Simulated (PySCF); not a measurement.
Predicted microwave data (PySCF 2.14.0, PBE0-D3(BJ)/def2-SVP geometry optimisation, gas phase) for one isomer of C10H11N:

```
Rotational constants : A = 3159, B = 785.2, C = 775.6 MHz
Dipole components    : |μa| = 0.14 D, |μb| = 1.16 D, |μc| = 0.00 D
Inertial defect      : -151.99 u·Å²
κ                    : -0.99
```

**Question.** Which candidate fits, each taken in the one conformer that was computed?
A. `C#Cc1ccc(N(C)C)cc1`
B. `[CH3:1]/[N:2]=[CH:3]/[C@:4]12[C@H:5]3[C@@H:6]4[C@@H:7]5[C@H:8]3[C@H:9]1[C@@H:10]5[C@H:11]24` with N2–C3–C4–C5 -1°

**Answer.** B. It is C/N=C/[C@]12[C@H]3[C@@H]4C5[C@H]3[C@H]1[C@@H]5[C@@H]42, a near-prolate asymmetric top, point group Cs. The candidates at the same level (rigid rotor, commonest isotopes):

| SMILES | A (MHz) | B (MHz) | C (MHz) | μa (D) | μb (D) | μc (D) | Δ (u·Å²) | point group | rotor |
| --- | --- | --- | --- | --- | --- | --- | --- | --- | --- |
| C/N=C/[C@]12[C@H]3[C@@H]4C5[C@H]3[C@H]1[C@@H]5[C@@H]42 | 3159 | 785.2 | 775.6 | 0.14 | 1.16 | 0.00 | -151.99 | Cs | near-prolate asymmetric top |
| C#Cc1ccc(N(C)C)cc1 | 3486 | 578.9 | 499.6 | 3.62 | 0.00 | 0.04 | -6.46 | near C2v | near-prolate asymmetric top |

`C#Cc1ccc(N(C)C)cc1` has C 36 % too low. In the right answer the mirror of this Cs structure is the ab plane, so μc vanishes by symmetry (the 0.01 D computed is a residue). No structure here is proved a minimum.
